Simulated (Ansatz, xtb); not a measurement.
C5H10N2: 4 structures ranked

4 gas-phase structures of C5H10N2, from a drawn sample of its isomers (lower ones may exist). Each was relaxed with GFN2-xTB; where two conformers were screened, the lower at r2SCAN-D4/def2-SVP//GFN2-xTB is listed:

A. `[H]/N=C1\CCC[C@@H]1N`, a singlet
B. `[H]/N=C1/CCC[C@@H]1N`, a singlet
C. `NC1=C(N)CCC1`, a singlet
D. `NC1=CCC[C@@H]1N`, a singlet

**Question.** Make a reasoned guess at their ranking by r2SCAN-D4/def2-SVP//GFN2-xTB single-point energy.

**Answer.** Calculated order at r2SCAN-D4/def2-SVP//GFN2-xTB: C (0.0), B (1.2), A (3.1), D (12.3) kJ/mol. Less than 1 kcal/mol parts C and B; B and A, so the order within those pairs means little. CCSD(T)/def2-SVP + ΔMP2/def2-TZVPP after further relaxation puts B lowest instead.

Energies above the lowest of each column, in kJ/mol; the last columns are at r2SCAN-D4/def2-SVP geometries and were run for some of them only (a dash: not run or not comparable):

```tsv
structure	GFN2-xTB	HF/STO-3G	r2SCAN-D4/def2-SVP//GFN2-xTB	r2SCAN-D4/def2-SVP	CCSD(T)/def2-SVP + ΔMP2/def2-TZVPP
C	3.5	32.1	0.0	5.6	11.6
B	0.0	0.0	1.2	2.4	0.0
A	4.5	6.1	3.1	–	–
D	23.8	47.5	12.3	0.0	7.1
```

CCSD(T)/def2-SVP + ΔMP2/def2-TZVPP puts B lowest of those it was run on; r2SCAN-D4/def2-SVP picks D. CCSD(T)/def2-SVP + ΔMP2/def2-TZVPP orders those it was run on as B (0.0), D (7.1), C (11.6) kJ/mol. Flexible structures stand in one conformer each, not always the lowest. Frequencies (GFN2-xTB) were run for B, C, D alone. ΔMP2 is the change of the MP2 energy from the smaller to the larger basis.

Over these structures GFN2-xTB departs from r2SCAN-D4/def2-SVP//GFN2-xTB by 3.9 kJ/mol on average once a common shift is removed. A GFN2-xTB relaxation took about 0.068 s and the r2SCAN-D4/def2-SVP//GFN2-xTB energy about 1.8 s on a shared host (Ansatz 0.2.0, xtb 6.7.1).
